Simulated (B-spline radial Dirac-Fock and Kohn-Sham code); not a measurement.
# I⁺ 4p3/2: cross section and angular parameters

System: I⁺ in the configuration 1s2 2s2 2p6 3s2 3p6 3d10 4s2 4p6 4d10 5s2 5p4; threshold 143.9 eV (orbital energy of the model). Method: Dirac-Hartree-Slater photoionisation with a Latter tail; cross sections with all multipoles, angular parameters from the dipole term and its interference with E2. Computed with a radial finite-basis atomic code.

For linearly polarised light dσ/dΩ = σ/(4π) [1 + β P₂(cos θ) + (δ + γ cos²θ) sin θ cos φ], with θ from the polarisation vector and φ the angle between the beam and the projection of the electron momentum on the plane normal to the polarisation.

```csv
hν (eV),σ (kb),β,γ,δ
184,326,-0.413,0.052,-0.016
206,314,-0.078,-0.090,0.023
249,292,0.430,-0.046,0.046
261,286,0.532,-0.014,0.047
400,206,1.179,0.219,0.025
534,150,1.414,0.220,0.011
615,?,?,?,?
624,123,1.500,0.182,0.006
677,110,1.537,0.157,0.004
1000,60.7,1.658,0.029,0.001
1250,41.5,1.694,-0.019,0.001
1260,40.9,1.694,-0.020,0.001
1420,33.0,1.706,-0.030,0.001
1600,26.5,1.712,-0.029,0.002
2920,7.85,1.685,0.175,0.007
2984.4,7.49,1.682,0.188,0.007
4000,3.88,1.638,0.403,0.012
5030,2.26,1.591,0.613,0.018
5380,1.91,1.575,0.681,0.021
7340,0.870,1.491,1.019,0.036
9251.7,0.470,1.417,1.289,0.054
11000,0.291,1.355,1.496,0.071
11400,0.264,1.342,1.539,0.075
12000,0.228,1.322,1.600,0.081
```

Question: Give the values at 615 eV.

Answer: σ = 125 kb, β = 1.493, γ = 0.186, δ = 0.006.
